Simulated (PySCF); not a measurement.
## Two-dimensional NMR puzzle

Compound of formula C$_{6}$H$_{11}$NSi. Correlations simulated from computed shifts and the bond graph:

HSQC (one-bond C–H):
```csv
δH,δC
2.29,31.7
2.22,29.0
2.00,10.3
1.88,28.3
1.69,28.3
1.46,31.7
1.31,29.0
1.22,9.2
0.99,9.2
```

COSY cross peaks (H two or three bonds apart, from the bond graph; peaks can be absent where the dihedral angle is near 90°):
```csv
δH,δH
4.30,4.23
4.30,2.00
4.30,1.22
4.30,0.99
4.23,2.00
4.23,1.22
4.23,0.99
2.29,2.00
2.29,1.88
2.29,1.69
2.29,1.46
2.22,1.88
2.22,1.69
2.22,1.31
2.22,1.22
2.22,0.99
2.00,1.46
1.88,1.69
1.88,1.46
1.88,1.31
1.69,1.46
1.69,1.31
1.31,1.22
1.31,0.99
1.22,0.99
```

HMBC (two and three bonds, from the bond graph):
```csv
δH,δC
4.30,"126.5, 31.7, 29.0, 10.3, 9.2"
4.23,"126.5, 31.7, 29.0, 10.3, 9.2"
2.29,"126.5, 29.0, 28.3, 10.3"
2.22,"31.7, 28.3, 9.2"
2.00,"126.5, 31.7, 28.3, 9.2"
1.88,"31.7, 29.0, 10.3, 9.2"
1.69,"31.7, 29.0, 10.3, 9.2"
1.46,"126.5, 29.0, 28.3, 10.3"
1.31,"31.7, 28.3, 9.2"
1.22,"29.0, 28.3, 10.3"
0.99,"29.0, 28.3, 10.3"
```

Carbons without hydrogens: δ 126.5.

- structure optimised with GFN2-xTB
- NMR shieldings at PBE0/pcSseg-1/GIAO
- code: PySCF 2.14
- one computed conformer, in vacuum, non-relativistic

Chemical shifts δ = σref − σ; ¹H (31.72 ppm) and ¹³C (186.93 ppm) vs TMS, all at this level.

Exchangeable hydrogens are left out of these lists.

Question: Assemble the structure.

Answer: `N#C[C@H]1CCCC[SiH2]1`.

Atom-mapped SMILES (the numbers label the heavy atoms): `[N:1]#[C:2][C@H:3]1[CH2:4][CH2:5][CH2:6][CH2:7][SiH2:8]1`; H(Xn) means a hydrogen on atom n. Ha(C4), Ha(C5), Ha(C6), Ha(C7), Ha(Si8) are cis to C2 on the ring; Hb(C4), Hb(C5), Hb(C6), Hb(C7), Hb(Si8) are trans to C2 on the ring.

1. δC 126.5 is C2, a nitrile carbon.
2. δC 31.7 is C4, an sp3 CH2 in a ring (δH 1.46, 2.29).
3. δC 29.0 is C6, an sp3 CH2 in a ring (δH 1.31, 2.22).
4. δC 28.3 is C5, an sp3 CH2 in a ring (δH 1.88, 1.69).
5. δC 10.3 is C3, an sp3 CH bonded to Si, α to a nitrile (δH 2.00).
6. δC 9.2 is C7, an sp3 CH2 bonded to Si (δH 1.22, 0.99).
7. HMBC from δH 4.30 reaches the proton-free carbon C2.
8. HMBC from δH 4.23 reaches the proton-free carbon C2.
9. HMBC from δH 2.29 reaches the proton-free carbon C2.
10. HMBC from δH 2.00 reaches the proton-free carbon C2.
11. COSY links 4.30–4.23, 4.30–2.00, 4.30–1.22, 4.30–0.99, 4.23–2.00, 4.23–1.22.

The data come from this structure; uniqueness wasn't tested.

Shifts are as computed. Against solution values, carbons near 30 ppm lie about +3 ppm off and those near 130 ppm about +5 ppm. Of 1211 compounds with measured shifts, 218 miss one by over three times the rms of a fit or turn the order of signals round; such compounds aren't used in these exercises.
